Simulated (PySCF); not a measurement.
Relaxation of triplet IrS(OH)

Method: PySCF, UPBE0, basis Ir def2-TZVP with ECP60, S def2-TZVP, O def2-TZVP, H def2-TZVP (scalar-relativistic core potentials, no spin–orbit coupling, density fitting). A (50,194) grid was used.

A start displaced from a saddle point along its imaginary mode, with no symmetry imposed:

```xyz
4
charge 0 multiplicity 3, angstrom
Ir    0.0044   -0.0398    0.1375
S    -0.0146    0.1149   -1.9246
O     0.0237    0.2500    2.0249
H    -0.7582    0.0101    2.5848
```

Task: What does it relax to?

Result: It ends at C1 with Ir–O 1.882 Å, Ir–S 2.058 Å, O–H 0.961 Å; H–O–Ir 122.8°, O–Ir–S 154.4° (after a last refinement on a finer grid). A frequency run shows a minimum. Other isomers or separated fragments may lie lower.

Task: How much energy is released, and in how many steps?

Result: 5.7 kJ/mol in 9 steps.

Other spin states or occupations of the open shell can lie lower. At this level a singlet minimum of Cs symmetry lies 40 kJ/mol below this structure. Spin–orbit coupling, left out here, can matter for elements this heavy.

The relaxation took roughly 5 core-minutes on a shared host.
